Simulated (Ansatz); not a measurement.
C2H7FSSi can be A, `C[SiH](F)CS`, or B, `FCSC[SiH3]`.

Program: Ansatz. Geometries: PBE0-D4/def2-TZVP. ΔE: electronic, gas phase. CBS: MP2 limit from def2 TZ/QZ plus the TZ coupled-cluster correction, frozen cores. DFT in def2-TZVPP. B3LYP here is the variant with VWN-RPA as its local correlation; programs differ in this. One conformer a species, not always the lowest.

(1) Which is lower in electronic energy at CCSD(T)/CBS, and by how much? (Best estimate.)

(2) Give E(B) − E(A) in kcal/mol with MP2/def2-TZVPP, B3LYP-D4, HF/def2-TZVPP, CCSD/def2-TZVPP, B2PLYP, r2SCAN-D4, ωB97M-V. (An estimate is asked.)

Largest T1 diagnostic: 0.012.

Answers

(1) The calculation gave: A, by 66.3 kcal/mol.

(2) The calculation gave: MP2/def2-TZVPP 67.8, B3LYP-D4 63.8, HF/def2-TZVPP 66.4, CCSD/def2-TZVPP 66.3, B2PLYP 65.3, r2SCAN-D4 65.0, ωB97M-V 65.3. None reverses the order clearly.

From PBE to PBE0 (25 % exact exchange), in def2-TZVPP and without D4, E(B) − E(A) moves by +2.5 kcal/mol.
